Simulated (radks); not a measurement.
Results of a calculation; reference values are marked as such.
Problem. The palladium ion Pd11+ is in [Ar] 3d10 4s2 4p(1/2: 2, 3/2: 3). Code: a radial shooting solver on a logarithmic mesh with Libxc functionals. Model: Dirac Kohn-Sham, BLYP, spin-unpolarised, spherical densities, finite nucleus; Fermi nuclear charge, rms radius of each element as measured or else 0.836 A^(1/3) + 0.57 fm. Sub-shells are occupied by j as written (lower j first in brackets). One electron is removed from 4p3/2, 3d5/2, 4s1/2, 4p1/2 in turn, with full relaxation. Which removal costs least, and what does each cost?

Solution. 4p3/2 262.44 eV; 4p1/2 268.60 eV; 4s1/2 303.14 eV; 3d5/2 577.61 eV. The 4p3/2 electron leaves first.
